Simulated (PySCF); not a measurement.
# Electronic structure of Pd(2+) (palladium, charge +2) at the UHF level

Configuration: [Kr] 4d7 5s1, high-spin 5F determinant (an excited configuration). All numbers are calculated (PySCF 2.14, scalar relativity through the core potential, in def2-QZVPPD with the def2 core potential (28 electrons) (7s5p4d4f2g, 88 functions)).

| Item | Value |
| --- | --- |
| Total energy | -125.941294 hartree |
| One-electron energy | -209.4874 hartree |
| Hartree (Coulomb) energy | 94.8127 hartree |
| Exchange energy | -11.2666 hartree |
| ⟨S²⟩ | 6.0043 |
| ⟨L²⟩ | 12.060 |
| Sum of ⟨r⟩ | 20.07 bohr |
| Sum of ⟨r²⟩ | 31.06 bohr² |

```
shell  electrons  mean orbital energy (hartree)  spread (hartree)  rms radius, mean of both spins (bohr)
 4s α          1                       -5.15940                 0                                   1.01
 4s β          1                       -4.91091                 0                                   1.01
 4p α          3                       -3.68958                 0                                   1.11
 4p β          3                       -3.39502                 0                                   1.11
 4d α          5                       -1.48078           0.05016                                   1.43
 4d β          2                       -1.36853                 0                                   1.43
 5s α          1                       -0.93008                 0                                   2.73
```

Energies and moments cover only the electrons outside the core potential.
